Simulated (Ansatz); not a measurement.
Start from `FC(F)(F)[O][GeH2][Cl]` and change one atom or group to get `C[SiH2]OC(F)(F)F`.

Ansatz, PBE0-D4/def2-TZVP geometries, multiplicity 1. Each molecule was computed in one conformer, which needn't be the lowest.

Scalar relativity is left out up to krypton.

```
                                        property  `FC(F)(F)[O][GeH2][Cl]`
         HOMO–LUMO gap (ωB97M-V/def2-TZVPP) / eV                    13.10
            HOMO–LUMO gap (PBE0/def2-TZVPP) / eV                     8.89
size of the dipole moment (B3LYP/def2-TZVPP) / D                     3.01
              LUMO energy (PBE0/def2-TZVPP) / eV                    -0.52
  size of the dipole moment (PBE/def2-TZVPP) / D                     2.84
             HOMO energy (B3LYP/def2-TZVPP) / eV                    -9.15
```

Task: Give the same properties after the change, and the shifts. (An estimate is asked.)

Result: Ansatz gave: 
| property | `C[SiH2]OC(F)(F)F` | shift |
| --- | --- | --- |
| HOMO–LUMO gap (ωB97M-V/def2-TZVPP) / eV | 13.62 | 0.52 |
| HOMO–LUMO gap (PBE0/def2-TZVPP) / eV | 9.69 | 0.80 |
| size of the dipole moment (B3LYP/def2-TZVPP) / D | 2.67 | -0.34 |
| LUMO energy (PBE0/def2-TZVPP) / eV | 0.38 | 0.90 |
| size of the dipole moment (PBE/def2-TZVPP) / D | 2.58 | -0.26 |
| HOMO energy (B3LYP/def2-TZVPP) / eV | -9.09 | 0.06 |

With PBE0 the HOMO rises by 0.10 eV and the LUMO rises by 0.90 eV, so the gap widens by about 0.80 eV. PBE moves the HOMO by 0.15 eV and ωB97M-V by 0.07 eV. Dipoles are sizes alone; their direction can turn.

B3LYP here is the variant with VWN-RPA as its local correlation; programs differ in this.
